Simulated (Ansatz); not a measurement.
Consider the ligand exchange at the Si–N bond: `F[SiH](F)N[SiH2]Cl` + `BNCC` → `BN(CC)[SiH2]Cl` + `N[SiH](F)F`.

Computed with Ansatz on PBE0-D4/def2-TZVP structures; ΔE is electronic, products minus reactants. CBS: MP2 limit from def2 TZ/QZ plus the TZ coupled-cluster correction, frozen cores. This one scheme is used for every species. Functionals use def2-TZVPP. B3LYP here is the variant with VWN-RPA as its local correlation; programs differ in this. Each species was taken in one conformer, which may not be the lowest.

| level | ΔE (kJ/mol) | difference from CCSD(T)/CBS |
| --- | --- | --- |
| PBE-D4 | 20.3 | 4.0 |
| B2PLYP | 20.8 | 4.5 |
| r2SCAN | 21.7 | 5.4 |
| B3LYP | 25.0 | 8.7 |
| HF/def2-TZVPP | 24.5 | 8.2 |
| MP2/def2-TZVPP | 13.7 | -2.6 |
| CCSD/def2-TZVPP | 17.8 | 1.5 |
| CCSD(T)/def2-TZVPP | 16.4 | 0.1 |
| MP2/def2-QZVPP | 13.7 | -2.6 |
| SCS-MP2/def2-QZVPP | 16.2 | -0.1 |
| CCSD(T)/CBS | 16.3 | 0 |

Largest T1 diagnostic among the species: 0.012.

The D4 term adds −5.4 kJ/mol with B3LYP and −3.0 kJ/mol with PBE0; it sums over pairs of atoms, weighted by their polarisabilities, and B3LYP, whose exchange is more repulsive, gets the larger term. In def2-TZVPP, CCSD(T) changes the Hartree–Fock value by −8.0 kJ/mol (the triples alone add −1.4 kJ/mol) and MP2 by −10.8 kJ/mol.

CCSD(T)/CBS has its own doubt, a few kJ/mol and more with outer-core shells, so smaller differences from it don't rank the levels.
